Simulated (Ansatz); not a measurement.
Input for Ansatz (a program for electronic structure): R-SVWN5/def2-TZVPP on H2O2Zn (SMILES [OH][Zn][OH]).

Ansatz 0.2 input:
```yaml
crystal:
  periodic: [false, false, false]
  atoms:
    - {symbol: Zn, position_ang: [0.00175796, 0.09480022, 0.14020497]}
    - {symbol: O, position_ang: [1.76945768, 0.00548069, 0.28857505]}
    - {symbol: H, position_ang: [2.14339111, -0.86867758, 0.14339629]}
    - {symbol: O, position_ang: [-1.76394878, 0.28701206, 0.14340966]}
    - {symbol: H, position_ang: [-2.15075798, 0.48128461, -0.71548598]}
basis:
  gaussian:
    orbitals: def2-TZVPP
hamiltonian:
  xc: {name: SVWN5}
scf: {lower_state_search: off}
```

Task: What total energy does the run end on?

Result: -1927.2001 hartree.
